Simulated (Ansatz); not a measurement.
Geometry optimisation, Ansatz 0.2.0, UKS B3LYP/def2-SVP.

input.yaml

```yaml
crystal:
  periodic: [false, false, false]
  atoms:
    - { symbol: Ga, position_ang: [0.0, 0.0, 0.0] }
    - { symbol: H, position_ang: [0.0, 0.0, 1.82] }
    - { symbol: H, position_ang: [1.3596, 0.0, -0.785] }
    - { symbol: O, position_ang: [-1.5501, 0.0, -0.895] }
    - { symbol: H, position_ang: [-2.0598, -0.8467, -0.6865] }
    - { symbol: F, position_ang: [0.0, 0.0, 3.04] }
magnetization:
  spin_polarized: true
  initial_magnetization: 1
basis:
  gaussian: { orbitals: def2-SVP }
hamiltonian:
  xc: b3lyp
relax:
  f_tol: 0.15
  max_steps: 25
  restrain:
    - { distance: [1, 5], at: 2.12, k: 30.0 }
    - { distance: [0, 1], at: 1.57, k: 30.0 }
output:
  orbitals: {}
```

Command:

```bash
$ ansatz run input.yaml --threads 2 --pin off --max-ram 3072MiB --backend cpu --events-out ev --progress --plain --runs-dir out
```

**Question.** Where does it end, and by what steps?

**Answer.** It converged. The restraints hold the end off the free minimum. After 23 steps the energy has fallen by 0.756 eV (the restraints' own energy left out); H2 moved furthest, 1.49 Å. Joined: Ga1–F6 (3.04 → 1.79 Å).

```tsv
step	energy less start (eV)	largest force component (eV/Å)	accepted
0	0.0000	3.262	yes
1	0.7459	1.420	yes
2	1.1098	1.884	yes
3	1.1552	1.624	yes
4	1.0144	0.700	yes
5	0.9927	0.683	yes
6	1.0019	0.559	no
7	0.9835	0.674	yes
8	0.9752	0.631	yes
9	0.9525	0.604	yes
10	0.9393	0.621	yes
11	0.9001	0.708	yes
12	0.7773	0.791	yes
13	0.6960	0.914	yes
14	0.4964	1.257	yes
15	0.1562	1.735	yes
16	-0.4226	1.727	yes
17	-0.4362	4.042	no
18	-0.5946	1.504	yes
19	-0.6756	1.257	yes
20	-0.7379	1.332	yes
21	-0.7453	1.350	yes
22	-0.7577	1.309	yes
23	-0.7558	1.315	yes
```

```xyz
6
Properties=species:S:1:pos:R:3
Ga 0.102 0.024 0.379
H 0.109 -1.354 1.205
H 1.455 0.425 -0.281
O -1.359 -0.283 -0.655
H -2.200 -0.219 -0.178
F -0.357 0.560 2.023
```

Time of the run: 78 s on 2 threads of Arm Neoverse V1, with other jobs on the host, peak memory 0.21 GiB.
